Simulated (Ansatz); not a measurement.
Results of the Gaussian-basis code of Ansatz.

CCl₂InNO, SMILES `O=C=[N][In]([Cl])[Cl]` at its PBE0-D4/def2-TZVP geometry, where that method's forces vanish. Charge 0, multiplicity 1. In: def2 effective core potential.

```csv
atom,x (Å),y (Å),z (Å)
O1,-1.940,-0.175,-2.192
C2,-1.278,0.218,-1.319
N3,-0.628,0.704,-0.426
In4,0.762,0.003,0.837
Cl5,1.673,1.445,2.359
Cl6,1.410,-2.195,0.741
```

(1) For each bond, give half the difference of the two atoms' forces along it (eV/Å; positive pushes the atoms apart) under PBE-D4, r2SCAN-D4, B3LYP-D4, ωB97M-V in def2-TZVPP. (Best estimate.)

Results:

(1) The calculation gave: 
```
   bond  length (Å)  PBE-D4  r2SCAN-D4  B3LYP-D4  ωB97M-V
  O1–C2       1.164    0.89       0.31      0.26     0.07
  C2–N3       1.207    0.31       0.12     -0.12     0.00
 N3–In4       2.004   -0.20      -0.06      0.08    -0.01
In4–Cl5       2.286    0.15       0.03      0.16    -0.01
In4–Cl6       2.294    0.16       0.04      0.17    -0.02
```

B3LYP here is the variant with VWN-RPA as its local correlation; programs differ in this.
